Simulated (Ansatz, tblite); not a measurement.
Cost and result up the ladder for Cu3H4 (7 atoms). The state is a doublet with charge 0. Geometry: PBE-D4/def2-SVP.

Cartesian coordinates in Å:
```
Cu -0.0017 1.5289 0.1775
Cu -1.5971 -0.1241 0.1520
Cu 0.6884 -0.8200 -0.1714
H 1.3793 0.7172 -0.0642
H 2.1545 -1.2625 -0.3674
H -0.9304 -1.5612 -0.0901
H -1.6929 1.5218 0.3637
```

Ansatz on 4 threads of Arm Neoverse V1 on a shared host; xTB runs through tblite on one thread. Times are rough, summed over both states, and most runs start from the orbitals of an earlier one. PBE-QIDH/def2-TZVP serves as the yardstick here, not as an exact answer. Differences are given only for rows in sets of like size (and for xTB, whose basis is part of the method), since another set adds its own error. The other state is a quartet at its own geometry, which has other bonds, so the gap mixes isomer and spin.

The xTB rows come from tblite. HSE06 is defined as in plane-wave codes, on full-range PBE exchange. Correlated methods freeze 27 core orbitals. The rows differ in basis, and correlated rows in double-zeta sets carry the largest basis error. In CCSD on the charge 0 quartet the largest single amplitude is 0.32, so its Hartree–Fock determinant may place the open shell otherwise than the density functionals do. The structure comes from a short search, and lower isomers may exist.

Run but left out: HF/STO-3G (doublet: ⟨S²⟩ 4.64, where a pure state has 0.75); HF/def2-SVP, HF/def2-TZVP, MP2/def2-SVP, MP2/def2-TZVP (doublet: a determinant that CCSD turns far, T1 0.066).

Second-order perturbation terms are unreliable where d shells bring near-degenerate states, and here PBE-QIDH/def2-TZVP lies more than 0.4 eV from the median of the functionals without such a term.

Correlated methods converge slowly with the basis, most of all in double-zeta sets.

xTB has no spin-polarisation term.

```tsv
level	functions	wall time	quartet − doublet (eV)	difference from PBE-QIDH/def2-TZVP (eV)	remarks
GFN1-xTB	35	0.009 s	2.74	-1.12	–
LDA (SPW92)/def2-TZVP (with forces)	159	4.4 s	2.36	-1.50	–
PBE-D4/def2-TZVP	159	7.4 s	2.32	-1.55	–
HSE06-D4/def2-TZVP	159	13 s	2.70	-1.16	–
PBE0-D4/def2-TZVP	159	14 s	2.72	-1.14	–
RPA@PBE/def2-TZVP	159	17 s	2.57	-1.29	–
r2SCAN-D4/def2-TZVP	159	19 s	2.31	-1.55	–
PBE-QIDH/def2-TZVP	159	30 s	3.86	0.00	–
B97M-V/def2-TZVP	159	30 s	2.49	-1.37	–
ωB97M-V/def2-TZVP	159	41 s	3.17	-0.69	–
CCSD(T)/def2-SVP	113	69 s	3.23	–	large T1 (0.066) (doublet), large T1 (0.093) (quartet)
```
